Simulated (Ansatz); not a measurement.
```yaml
crystal:
  periodic: [false, false, false]
  atoms:
    - {symbol: Cu, position_ang: [0.233629, 1.576697, -0.493239]}
    - {symbol: Cu, position_ang: [-1.503936, -0.364378, -0.629735]}
    - {symbol: Cu, position_ang: [-0.313676, 0.167452, 1.631288]}
    - {symbol: Cu, position_ang: [1.882751, -0.090346, 0.420102]}
    - {symbol: Cu, position_ang: [0.275969, -1.884835, 0.302680]}
    - {symbol: Cu, position_ang: [0.778904, -0.585531, -1.665902]}
    - {symbol: Se, position_ang: [-1.831090, -1.626676, 1.344446]}
    - {symbol: Se, position_ang: [1.315208, 1.883300, 1.590284]}
    - {symbol: Se, position_ang: [-0.837758, 0.924328, -2.499915]}
basis:
  gaussian: {orbitals: def2-TZVPD}
magnetization: {spin_polarized: true, initial_magnetization: 2}
hamiltonian: {xc: pbe0, dispersion: d4}
scf: {omitted_lower_state_checks: [starts]}
output: {orbitals: {seedname: orbitals}}
```

```sh
$ ansatz run in.yaml --threads 4 --pin off --events-out ev --progress --plain --max-ram 6963MiB
```

(1) Does this run fit into the memory that it is given?

Results:

(1) No. It has 459 basis functions, and Ansatz plans for 13 GiB where 7 GiB are given.
